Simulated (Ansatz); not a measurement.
Consider the ligand exchange at the Si–Se bond: `N[SiH2][SeH]` + `N[SiH](S)Cl` → `N[SiH2]S[SiH](N)Cl` + H₂Se.

Calculated with Ansatz (gas phase, PBE0-D4/def2-TZVP geometries, no zero-point term in ΔE). CBS: MP2 limit from def2 TZ/QZ plus the TZ coupled-cluster correction, frozen cores. Functionals use def2-TZVPP. For Se outer-core shells are correlated without core-valence functions, which leaves a few kJ/mol of doubt a bond. Scalar relativity is left out up to krypton. One conformer a species, not always the lowest.

| level | ΔE (kJ/mol) |
| --- | --- |
| r2SCAN-D4 | -8.7 |
| PBE0-D4 | -9.2 |
| ωB97X-V | -9.0 |
| ωB97M-V | -10.5 |
| B2PLYP | -1.9 |
| PBE0 | -0.5 |
| HF/def2-QZVPP | 5.6 |
| MP2/CBS(def2) | -7.8 |

(1) What does CCSD(T)/CBS give? (Estimate.)

Largest T1 diagnostic among the species: 0.011.

Results:

(1) Ansatz gave: -6.4 kJ/mol. The listed levels differ from it by -2.3, -2.8, -2.6, -4.1, 4.5, 5.9, 12.0, -1.4 kJ/mol.

The D4 term adds −14.8 kJ/mol with B3LYP and −8.7 kJ/mol with PBE0; it sums over pairs of atoms, weighted by their polarisabilities, and B3LYP, whose exchange is more repulsive, gets the larger term. In def2-TZVPP, CCSD(T) changes the Hartree–Fock value by −14.1 kJ/mol (the triples alone add −2.9 kJ/mol) and MP2 by −15.5 kJ/mol.

B3LYP here is the variant with VWN-RPA as its local correlation; programs differ in this.
